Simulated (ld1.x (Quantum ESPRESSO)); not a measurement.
What one change does to a pseudopotential (hafnium (Hf), TM)

ld1.x (Quantum ESPRESSO) 7.5 input, shortened:

```
&input
   title='Hf', zed=72., rel=1, dft='PBE', iswitch=3,
   config='[Xe] 4f14 5d2 5f-2 6s2 6p0'
 /
 &inputp
   pseudotype=2, tm=.true., lloc=-2, rcloc=2.30,
   nlcc=.false.
 /
4
6S  1  0   2.00   0.00  2.20  2.20  0.0
6P  2  1   0.00   0.00  3.00  3.00  0.0
5D  3  2   2.00   0.00  2.65  2.65  0.0
5F  4  3  -2.00  -0.20  2.40  2.40  0.0
 &test
   configts(1)='5d2 6s2 6p0'
 /
```

Change: wave 6s (bound): rc 2.20 bohr becomes 6s (bound): rc 2.34 bohr.

Cutoffs: the cutoffs (Ry, on a coarse ladder) from which the occupation-weighted sum of valence levels, in a spherical-Bessel basis at the reference potential, stays within 10 and 1 mRy of its value at 400 Ry; they do not see the model core or the augmentation charge, which bear on the density cutoff. Errors are all-electron minus pseudo energies relative to the spin-unpolarised reference configuration.

**Question.** What does the change do?

**Answer.** The potential gets neither clearly harder nor softer (21 Ry and 30 Ry → 21 Ry and 30 Ry); both files keep a bound ghost (f); of the 7 tests that both files solve, the error grows in 0 and shrinks in 4 by more than 15 % and 0.3 meV (median size 67.5 → 61.5 meV). That the errors move this way runs against the usual rule that smaller radii transfer better.

```tsv
quantity	base	changed
cutoff, loose	21 Ry	21 Ry
cutoff, tight	30 Ry	30 Ry
loose cutoff by channel (10 mRy a level)	s 10 Ry, d 18 Ry	s 6 Ry, d 18 Ry
bound ghosts	f	f
error for 5d2 6s1 6p0, meV [ΔE 7.98 eV]	+13	+11
error for 5d2 6s0 6p0, meV [ΔE 22.16 eV]	+154	+147
error for 5d1 6s0 6p0, meV [ΔE 43.95 eV]	+304	+316
error for 5d2 6s1 6p1, meV [ΔE 3.83 eV]	+7.9	+6.2
error for 5d2 6s0 6p1, meV [ΔE 12.65 eV]	+67	+62
error for 5d1 6s2 6p0, meV [ΔE 6.50 eV]	+178	+93
error for 5d2 6s1.5 6p0, meV [ΔE 3.25 eV]	+1.3	+0.9
s: phases at 3.25 bohr within 0.05 rad from the reference energy up to (Ry; the scan ends near 5)	0.1	0.2
p: phases at 3.25 bohr within 0.05 rad from the reference energy up to (Ry; the scan ends near 5)	0.2	0.2
d: phases at 3.25 bohr within 0.05 rad from the reference energy up to (Ry; the scan ends near 5)	1.5	1.5
f: phases at 3.25 bohr within 0.05 rad from the reference energy up to (Ry; the scan ends near 5)	3.1	3.1
```

 A true bound ghost makes a file unfit for plane-wave use even where its test errors are small: the radial tests pick states by their node count and pass the ghost by.
